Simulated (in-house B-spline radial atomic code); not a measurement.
**Ionising Tc IV (Tc3+) with different functionals**

Computed with a radial B-spline atomic code at the basis-set limit: scalar-relativistic (spin-free X2C) Hamiltonian, Fermi nucleus of rms radius 4.41117 fm, spin-polarised at highest spin, spherical fractional occupations for the functionals, the average over the highest-spin determinants for Hartree-Fock. The ionisation energy is the difference of two self-consistent energies, [Kr] 4d4 → [Kr] 4d3, without Breit or QED terms; ε is the level of the shell that loses the electron (its least bound occupied spin orbital). There is no spin-orbit coupling in this Hamiltonian.

Hybrids are left out here: with spherical fractional occupations of an open shell their exact exchange keeps a self-interaction that integer-occupation calculations don't have.

| method | rung | ΔSCF (eV) | -ε(4d) (eV) |
| --- | --- | --- | --- |
| Hartree-Fock | Hartree-Fock | 42.17 | 43.06 |
| LDA VWN5 | LDA | 43.34 | 36.52 |
| LDA PW92 | LDA | 43.33 | 36.51 |
| LDA exchange-only | LDA | 42.07 | 35.32 |
| PBE | GGA | 43.28 | 36.45 |
| PBEsol | GGA | 43.24 | 36.42 |
| BLYP | GGA | 43.00 | 36.15 |
| RPBE | GGA | 43.24 | 36.41 |
| PW91 | GGA | 43.34 | 36.51 |
| BP86 | GGA | 43.29 | 36.47 |
| AM05 | GGA | 43.20 | 36.38 |
| OLYP | GGA | 43.38 | 36.50 |
| TPSS | meta-GGA | 43.20 | 36.38 |
| SCAN | meta-GGA | 43.45 | 36.68 |
| r2SCAN | meta-GGA | 43.50 | 36.73 |
| revTPSS | meta-GGA | 43.15 | 36.34 |

Q: How do they compare with the NIST value?

A: NIST lists 41 eV ± 1.7 (tabulated theory, ground level to ground level). Errors run from +1.07 to +2.50 eV; all lie within about twice that uncertainty, so the table can't rank the methods. Hartree-Fock also lacks correlation.
